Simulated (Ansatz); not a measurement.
Reaction (formal loss of a carbene): `[CH3][GeH3]` → `[CH2]` (triplet) + GeH₄

Program: Ansatz. Geometries: PBE0-D4/def2-TZVP. ΔE: electronic, gas phase. CCSD(T)/CBS is the MP2 limit (def2-TZVPP, def2-QZVPP) plus CCSD(T) − MP2 in def2-TZVPP, frozen cores. This one scheme is used for every species. DFT in def2-TZVPP. Triplets are unrestricted, without spin–orbit coupling. For Ge outer-core shells are correlated without core-valence functions, which leaves a few kJ/mol of doubt a bond. Scalar relativity is left out up to krypton.

```tsv
species	B2PLYP energy (Eh)
`[CH3][GeH3]`	-2118.31234
`[CH2]` (triplet)	-39.12698
GeH₄	-2079.01202
```

Question: Work out ΔE.

Answer: ΔE = (-39.12698) + (-2079.01202) − (-2118.31234) = 0.17334 Eh = +455.1 kJ/mol. CCSD(T)/CBS gives +465.7 kJ/mol.

Largest T1 diagnostic among the species: 0.012.

From r2SCAN to r2SCAN0 (25 % exact exchange), in def2-TZVPP and without D4, ΔE moves by −3.9 kJ/mol. The D4 term adds +7.8 kJ/mol with B3LYP and +4.1 kJ/mol with PBE0; it sums over pairs of atoms, weighted by their polarisabilities, and B3LYP, whose exchange is more repulsive, gets the larger term. Leaving LDA and LC-ωPBE aside and taking each functional with its dispersion term where it has one, the values, not all of them listed here, spread over 35.3 kJ/mol, from r2SCAN0-D4 to ωB97X-V. LDA lies +66.4 kJ/mol from PBE without D4.

B3LYP here is the variant with VWN-RPA as its local correlation; programs differ in this.
